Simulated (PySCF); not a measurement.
## Correlation energy of Ga⁺ (gallium, charge +1)

[Ar] 3d10 4s2, closed-shell 1S. Calculation: PySCF 2.14, in 6-31G* (5s4p3d, 32 functions); no relativity, point nucleus. Frozen: [Ar] 3d10; 2 electrons correlated.

Total MP2 correlation energy: -23.16 mhartree.

Same-spin part 0.00 and opposite-spin part -23.16 mhartree; SCS-MP2 scales them by 1/3 and 6/5 to -27.79 mhartree.

With two correlated electrons CCSD is exact within the correlated space (frozen core and kept virtual orbitals).

```tsv
level	correlation energy (mhartree)
CCSD	-34.84
```

Diagnostics: T1 = 0.0044, D1 = 0.0062, largest double amplitude 0.102.

Q: Is a single reference adequate?

A: Mostly. T1 lies below 0.03, but a double amplitude of this size points to a near-degeneracy that CCSD handles and MP2 describes poorly.
